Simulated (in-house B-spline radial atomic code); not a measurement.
A fraction x of an electron is removed from 5p in neutral iodine, starting from [Kr] 4d10 5s2 5p5 and keeping the highest spin. Computed with a B-spline radial code for spherical atoms: scalar-relativistic (X2C) BLYP, spin-polarised, spherical fractional occupations, Fermi nucleus of rms radius 4.75 fm.

```tsv
x	E(x) - E(0) (eV)	5p down level (eV)
0	0.0000	-6.625
0.11	0.7735	-7.442
0.15	1.0772	-7.742
0.28	2.1477	-8.729
0.44	3.6429	-9.966
0.5	4.2550	-10.436
0.58	5.1151	-11.067
0.72	6.7426	-12.186
0.76	7.2365	-12.508
0.94	9.6196	-13.975
1	10.4730	-14.470
```

The exact functional would give a straight line between the two integer points. Deviations E(x) - E(0) - x[E(1) - E(0)], in eV: -0.379 at x = 0.11, -0.494 at x = 0.15, -0.785 at x = 0.28, -0.965 at x = 0.44, -0.982 at x = 0.5, -0.959 at x = 0.58, -0.798 at x = 0.72, -0.723 at x = 0.76, -0.225 at x = 0.94.

The curve lies below the straight line by up to 0.982 eV (at x = 0.5): convex, the delocalisation error that favours fractional charges.

Task: How well does Slater's transition state (minus the level at half occupation) give the ionisation energy?

Result: It gives 10.436 eV against 10.473 eV from the two total energies; NIST lists 10.45 eV, ground level to ground level.
